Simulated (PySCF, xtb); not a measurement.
BO, SMILES [B]=O (connectivity only; charge and spin as stated), charge +1, multiplicity 1.

GFN2-xTB (xtb) at its own geometry gives an orbital gap of 3.92 eV.

Coordinates come from a r2SCAN-D4/def2-TZVPD optimisation. The multiplicity is an assumed one; other spin states were not compared.

Task: What does B3LYP/def2-TZVPD (PySCF) give? (Estimate from the structure and the level; the computed values follow.)

Result: gap 3.25 eV (levels -19.74 and -16.49 eV).
